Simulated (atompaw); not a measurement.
**u(r) = r·R(r): atom against pseudo-atom (Hf (Z = 72))**

Columns: radius, all-electron u(r) and pseudo u(r) of the 5d shell (level -3.50 eV) of hafnium in the configuration [Xe] 4f14 5d2 6s1.5 6p0.5; LDA (PW92), scalar-relativistic, PAW (atompaw) scheme, atompaw 4.2.0.5.

```tsv
r (bohr)	all-electron	pseudo
0.115	0.1815	0.0008
0.231	-0.0299	0.0062
0.346	-0.2492	0.0203
0.462	-0.2567	0.0463
0.577	-0.1307	0.0853
0.692	0.0383	0.1373
0.808	0.2037	0.2011
0.923	0.3432	0.2720
1.038	0.4534	0.3462
1.154	0.5365	0.4195
1.269	0.5948	0.4861
1.385	0.6337	0.5437
1.500	0.6567	0.5890
1.615	0.6675	0.6219
1.731	0.6689	0.6424
1.846	0.6631	0.6508
1.962	0.6521	0.6483
2.077	0.6373	0.6368
2.192	0.6197	0.6197
2.308	0.6001	0.6001
2.423	0.5794	0.5794
2.538	0.5580	0.5580
2.654	0.5360	0.5360
2.769	0.5142	0.5142
2.885	0.4923	0.4923
3.000	0.4709	0.4709
```

Question: How many radial nodes do the two functions have?

Answer: The all-electron 5d function has n − l − 1 = 2; the pseudo-wave has 0, since the states of the same l below it are removed with the core.

Question: At about which radius was the pseudo-wave matched?

Answer: 2.20 bohr. The columns agree to 0.0005 from 2.08 bohr on; several derivatives are matched, so the curves merge somewhat inside the radius.

Question: Is the pseudo-wave norm-conserving?

Answer: No, it belongs to a PAW set: the norm inside the radius is not constrained, and the difference is carried by the augmentation charge.
